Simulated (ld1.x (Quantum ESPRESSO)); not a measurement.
## Hf (Z = 72): one change to an ultrasoft potential, before and after

```json
{"Element": "Hf (Z = 72)", "Generator": "ld1.x (Quantum ESPRESSO) 7.5", "Type": "ultrasoft", "Functional": "PBE", "Relativity": "scalar-relativistic", "Frozen core": "[Xe] 4f14", "Valence charge": "4", "Reference configuration": "5d2 6s2 6p0", "Partial waves": "6s (bound): rcut 2.20, rcutus 2.85 bohr; 6s channel at 1.85 Ry: rcut 2.20, rcutus 2.85 bohr; 6p (bound, empty): rcut 4.15, rcutus 4.55 bohr; 6p channel at 0.4 Ry: rcut 4.15, rcutus 4.55 bohr; 5d (bound): rcut 1.65, rcutus 2.15 bohr; 5d channel at 1 Ry: rcut 1.65, rcutus 2.15 bohr", "Local potential": "all-electron potential smoothed inside 3.45 bohr (lloc = -2)", "Core correction": "a·sin(br)/r model core inside 1.40 bohr", "Augmentation charge": "built from norm-conserving waves at rcut, not smoothed further"}
```

Change: waves 5d (bound): rcut 1.58, rcutus 1.68 bohr; 5d channel at 1 Ry: rcut 1.58, rcutus 1.68 bohr.

Cutoffs: the cutoffs (Ry, on a coarse ladder) from which the occupation-weighted sum of valence levels, in a spherical-Bessel basis at the reference potential, stays within 10 and 1 mRy of its value at 400 Ry; they do not see the model core or the augmentation charge, which bear on the density cutoff. Errors are all-electron minus pseudo energies relative to the spin-unpolarised reference configuration.

Problem. What does the change do?

Solution. The potential gets harder (18 Ry and 21 Ry → 30 Ry and 35 Ry); the errors of the 7 common tests hardly move; neither file shows a bound ghost. A smaller radius makes the pseudo-wave follow the all-electron one further in, where it bends more sharply, so more plane waves are needed.

| quantity | base | changed |
| --- | --- | --- |
| cutoff, loose | 18 Ry | 30 Ry |
| cutoff, tight | 21 Ry | 35 Ry |
| loose cutoff by channel (10 mRy a level) | s 6 Ry, d 18 Ry | s 6 Ry, d 25 Ry |
| bound ghosts | none | none |
| error for 5d2 6s1 6p0, meV [ΔE 7.98 eV] | -7.8 | -7.8 |
| error for 5d2 6s0 6p0, meV [ΔE 22.16 eV] | -39 | -38 |
| error for 5d1 6s0 6p0, meV [ΔE 43.95 eV] | -275 | -275 |
| error for 5d2.5 6s1.5 6p0, meV [ΔE 1.26 eV] | -11 | -11 |
| error for 5d1 6s2 6p0, meV [ΔE 6.50 eV] | -63 | -63 |
| error for 5d2 6s0 6p2, meV [ΔE 7.86 eV] | -6.7 | -6.7 |
| error for 5d3 6s0 6p0, meV [ΔE 9.99 eV] | -72 | -72 |
| s: phases at 4.98 bohr within 0.05 rad from the reference energy up to (Ry; the scan ends near 5) | 3.1 | 3.1 |
| p: phases at 4.98 bohr within 0.05 rad from the reference energy up to (Ry; the scan ends near 5) | 0.6 | 0.6 |
| d: phases at 4.98 bohr within 0.05 rad from the reference energy up to (Ry; the scan ends near 5) | 2.3 | 2.3 |
| lowest overlap eigenvalue by channel | s 0.49, p 0.70, d 0.99 | s 0.49, p 0.70, d 0.91 |
